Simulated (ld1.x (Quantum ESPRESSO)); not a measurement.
An all-electron radial function and its pseudo partner (C (Z = 6))

Columns: radius, all-electron u(r) and pseudo u(r) of the 2p shell (level -5.29 eV) of carbon in the configuration [He] 2s2 2p2; PBE, scalar-relativistic, ultrasoft scheme, ld1.x (Quantum ESPRESSO) 7.5.

| r (bohr) | all-electron | pseudo |
| --- | --- | --- |
| 0.088 | 0.0379 | 0.0099 |
| 0.175 | 0.1183 | 0.0385 |
| 0.262 | 0.2128 | 0.0840 |
| 0.350 | 0.3079 | 0.1443 |
| 0.438 | 0.3952 | 0.2151 |
| 0.525 | 0.4705 | 0.2913 |
| 0.612 | 0.5341 | 0.3691 |
| 0.700 | 0.5874 | 0.4453 |
| 0.788 | 0.6301 | 0.5152 |
| 0.875 | 0.6622 | 0.5751 |
| 0.962 | 0.6850 | 0.6239 |
| 1.050 | 0.6998 | 0.6609 |
| 1.138 | 0.7073 | 0.6854 |
| 1.225 | 0.7087 | 0.6983 |
| 1.312 | 0.7050 | 0.7015 |
| 1.400 | 0.6971 | 0.6968 |
| 1.487 | 0.6859 | 0.6865 |
| 1.575 | 0.6718 | 0.6722 |
| 1.662 | 0.6558 | 0.6559 |
| 1.750 | 0.6379 | 0.6379 |
| 1.838 | 0.6189 | 0.6189 |
| 1.925 | 0.5991 | 0.5991 |
| 2.012 | 0.5789 | 0.5789 |
| 2.100 | 0.5581 | 0.5581 |
| 2.188 | 0.5372 | 0.5372 |
| 2.275 | 0.5166 | 0.5166 |

(1) How many radial nodes do the two functions have?

(2) At about which radius was the pseudo-wave matched?

(3) Is the pseudo-wave norm-conserving?

## Answers

(1) The all-electron 2p function has n − l − 1 = 0; the pseudo-wave has 0.

(2) 1.75 bohr. The columns agree to 0.0005 from 1.57 bohr on; several derivatives are matched, so the curves merge somewhat inside the radius.

(3) No, it belongs to an ultrasoft set: the norm inside the radius is not constrained, and the difference is carried by the augmentation charge.
